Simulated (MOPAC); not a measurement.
Input file for MOPAC: PM6 on CH6S (a complex), monomers drawn apart or pushed together.

```
PM6 1SCF PRECISE CHARGE=0 THREADS=1
CH6S

H      0.02957959 1    -0.32952898 1     0.15438861 1
H      0.37830172 1    -0.16103389 1    -0.48324705 1
C      0.74522505 1     0.89464565 1     4.27496788 1
S     -0.89237039 1     0.09529166 1     4.25859133 1
H      0.75063894 1     1.76885893 1     4.92243083 1
H      1.43811829 1     0.15668147 1     4.67575582 1
H      1.06274530 1     1.16481383 1     3.26987758 1
H     -1.58085135 1     1.13729286 1     3.76490854 1
```

It printed:

```
*******************************************************************************
 **                                                                           **
 **                              MOPAC v23.2.5                                **
 **                                                                           **
 *******************************************************************************
 ** MOPAC's Digital Object Identifier: https://doi.org/10.5281/zenodo.6511958 **
 **                                                                           **
 ** Please cite the open-source release paper for use of this MOPAC version:  **
 ** J. E. Moussa and J. J. P. Stewart (2026)                                  **
 ** MOPAC: An open-source semiempirical molecular orbital program             **
 ** J. Open Source Softw., 11(119), 8025, https://doi.org/10.21105/joss.08025 **
 *******************************************************************************

                              PM6 CALCULATION RESULTS

 *******************************************************************************
 *  PM6        - The PM6 Hamiltonian to be used
 *
 *
 *
 *                 CHARGE ON SYSTEM = 0
 *
 *
 *
 *  PRECISE    - TIGHTER CRITERIA TO BE USED
 *  1SCF       - DO 1 SCF AND THEN STOP
 *  THREADS=1  - MULTI-THREADING NOT USED
 *  T=         - A TIME OF 172800.0 SECONDS REQUESTED
 *  DUMP=N     - RESTART FILE WRITTEN EVERY 7200.0 SECONDS REQUESTED
 *******************************************************************************
PM6 1SCF PRECISE CHARGE=0 THREADS=1
 CH6S

   ATOM   CHEMICAL          X               Y               Z
  NUMBER   SYMBOL      (ANGSTROMS)     (ANGSTROMS)     (ANGSTROMS)

     1       H          0.02957959  *  -0.32952898  *   0.15438861  *
     2       H          0.37830172  *  -0.16103389  *  -0.48324705  *
     3       C          0.74522505  *   0.89464565  *   4.27496788  *
     4       S         -0.89237039  *   0.09529166  *   4.25859133  *
     5       H          0.75063894  *   1.76885893  *   4.92243083  *
     6       H          1.43811829  *   0.15668147  *   4.67575582  *
     7       H          1.06274530  *   1.16481383  *   3.26987758  *
     8       H         -1.58085135  *   1.13729286  *   3.76490854  *



          CARTESIAN COORDINATES

    NO.       ATOM           X           Y           Z

     1         H          0.0296     -0.3295      0.1544
     2         H          0.3783     -0.1610     -0.4832
     3         C          0.7452      0.8946      4.2750
     4         S         -0.8924      0.0953      4.2586
     5         H          0.7506      1.7689      4.9224
     6         H          1.4381      0.1567      4.6758
     7         H          1.0627      1.1648      3.2699
     8         H         -1.5809      1.1373      3.7649

 General Reference for PM6:
 "Optimization of Parameters for Semiempirical Methods V: Modification of NDDO Approximations
 and Application to 70 Elements", J. J. P. Stewart, J. Mol. Mod., 13, 1173-1213 (2007)
 URL: https://link.springer.com/article/10.1007/s00894-007-0233-4

           Empirical Formula: C H6 S  =     8 atoms



      MOLECULAR POINT GROUP   :   C1


      RHF CALCULATION, NO. OF DOUBLY OCCUPIED LEVELS = 8


 -------------------------------------------------------------------------------
 PM6 1SCF PRECISE CHARGE=0 THREADS=1
 CH6S



     1SCF WAS SPECIFIED, SO BFGS WAS NOT USED
     SCF FIELD WAS ACHIEVED


                              PM6 CALCULATION
                                                       MOPAC v23.2.5 Linux




          FINAL HEAT OF FORMATION =        -28.66433 KCAL/MOL =    -119.93155 KJ/MOL


          COSMO AREA              =        109.47 SQUARE ANGSTROMS
          COSMO VOLUME            =         84.86 CUBIC ANGSTROMS

          IONIZATION POTENTIAL    =          8.955963 EV
          HOMO LUMO ENERGIES (EV) =         -8.956  0.477
          NO. OF FILLED LEVELS    =          8
          MOLECULAR WEIGHT        =         50.1184         POINT GROUP:  C1

          MOLECULAR DIMENSIONS (Angstroms)

            Atom       Atom       Distance
            H     5    H     2     5.75191
            H     8    H     6     3.22235
            H     7    S     4     1.99699


          SCF CALCULATIONS        =          1





   ATOM   CHEMICAL          X               Y               Z
  NUMBER   SYMBOL      (ANGSTROMS)     (ANGSTROMS)     (ANGSTROMS)

     1       H          0.02957959  *  -0.32952898  *   0.15438861  *
     2       H          0.37830172  *  -0.16103389  *  -0.48324705  *
     3       C          0.74522505  *   0.89464565  *   4.27496788  *
     4       S         -0.89237039  *   0.09529166  *   4.25859133  *
     5       H          0.75063894  *   1.76885893  *   4.92243083  *
     6       H          1.43811829  *   0.15668147  *   4.67575582  *
     7       H          1.06274530  *   1.16481383  *   3.26987758  *
     8       H         -1.58085135  *   1.13729286  *   3.76490854  *

                             CARTESIAN COORDINATES

   1    H        0.029579590    -0.329528980     0.154388610
   2    H        0.378301720    -0.161033890    -0.483247050
   3    C        0.745225050     0.894645650     4.274967880
   4    S       -0.892370390     0.095291660     4.258591330
   5    H        0.750638940     1.768858930     4.922430830
   6    H        1.438118290     0.156681470     4.675755820
   7    H        1.062745300     1.164813830     3.269877580
   8    H       -1.580851350     1.137292860     3.764908540


           Empirical Formula: C H6 S  =     8 atoms



      MOLECULAR POINT GROUP   :   C1


                  EIGENVALUES
 -29.94604 -23.52401 -15.14827 -15.10003 -14.68937 -13.22809 -11.16957  -8.95596
   0.47665   1.22249   2.51492   2.58265   2.63842   2.96804   3.86225   5.30850
   5.36273   6.14818   7.19574


              NET ATOMIC CHARGES AND DIPOLE CONTRIBUTIONS

  ATOM NO.   TYPE          CHARGE      No. of ELECS.   s-Pop       p-Pop       d-Pop
    1          H           0.003435        0.9966     0.99657
    2          H          -0.003432        1.0034     1.00343
    3          C          -0.491069        4.4911     1.09973     3.39134
    4          S          -0.205311        6.2053     1.92335     4.14857     0.13339
    5          H           0.171188        0.8288     0.82881
    6          H           0.178851        0.8211     0.82115
    7          H           0.171335        0.8287     0.82867
    8          H           0.175004        0.8250     0.82500
 DIPOLE           X         Y         Z       TOTAL
 POINT-CHG.     0.515     1.297    -0.353     1.439
 HYBRID         0.398     0.096     0.039     0.411
 SUM            0.913     1.392    -0.313     1.694


          ATOMIC ORBITAL ELECTRON POPULATIONS

     Atom    s        px        py        pz      x^2-y^2     xz        z^2       yz        xy
    1  H   0.99657
    2  H   1.00343
    3  C   1.09973   1.04242   1.15994   1.18898
    4  S   1.92335   0.98493   1.28535   1.87829   0.01541   0.01789   0.01991   0.01818   0.06199
    5  H   0.82881
    6  H   0.82115
    7  H   0.82867
    8  H   0.82500

 **********************
 *                    *
 * JOB ENDED NORMALLY *
 *                    *
 **********************




 == MOPAC DONE ==
```

The run finished.

Cost: about 0.020 core-seconds (a rough figure).
